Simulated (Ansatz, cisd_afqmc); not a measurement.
System: TeCl₄, charge 0, singlet. TeCl4 (SMILES Cl[Te](Cl)(Cl)Cl).
B3LYP-D3(BJ)/def2-TZVP minimum from Ansatz (a first-principles code):
```
Te
Cl 1 2.3249
Cl 1 2.3249 2 100.18
Cl 1 2.4633 2 90.06 3 -90.08
Cl 1 2.4633 2 90.06 4 -179.85
```

Total energies in def2-TZVPP, 34 correlated electrons, 29 frozen orbitals. Open shells are spin-unrestricted; no spin-orbit coupling. Cores are frozen in correlated methods (noble-gas shells, and filled d and f shells in the p block). Past Kr the def2 sets carry scalar-relativistic core potentials. The Monte Carlo rows (phaseless AFQMC, CISD trial, step 0.005/hartree) carry one-sigma bars that omit the constraint's bias. Outlying blocks are dropped, and bars are widened where a walk drifts. Over all cases where full CI ran beside it in this data, AFQMC minus full CI had a median of +0.1 mEh and passed +0.4 mEh in a tenth of the cases. Spin-orbit terms, left out, reach several kcal/mol for Br and I, and more for heavier atoms.

```tsv
method	program	energy (Eh)	minus AFQMC/CISD (mEh)
HF	Ansatz	-2105.07465	1028.6 ± 0.6
MP2	Ansatz	-2105.99088	112.3 ± 0.6
CCSD	Ansatz	-2106.04947	53.8 ± 0.6
CCSD(T)	Ansatz	-2106.09762	5.6 ± 0.6
AFQMC/CISD	cisd_afqmc	-2106.1032 ± 0.0006	0.0
```
